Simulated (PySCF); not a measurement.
O3Te, SMILES O=[Te+2]([O-])[O-].

Geometry optimised at PBE-D3(BJ)/def2-SVP. The def2 effective core potentials stand for the cores of Te; spin–orbit coupling is left out.

Computed with PBE-D3(BJ)/def2-SVP (PySCF 2.14.0).

Frequencies are harmonic and unscaled.

Modes within 1.5 cm⁻¹ of each other (mostly degenerate sets) share a row, with their intensities summed.

```
mode  ν (cm⁻¹)  IR (km/mol)  Raman (Å⁴/amu)  depolarisation  moving atoms (share of kinetic energy)
----  --------  -----------  --------------  --------------  --------------------------------------
1          164         23.0             0.0               –                         O 73 %, Te 27 %
2–3        225         46.9            10.2            0.75                         O 89 %, Te 11 %
4          761          0.0            33.4            0.08                                 O 100 %
5–6        826         74.8            17.5            0.75                         O 84 %, Te 16 %
```
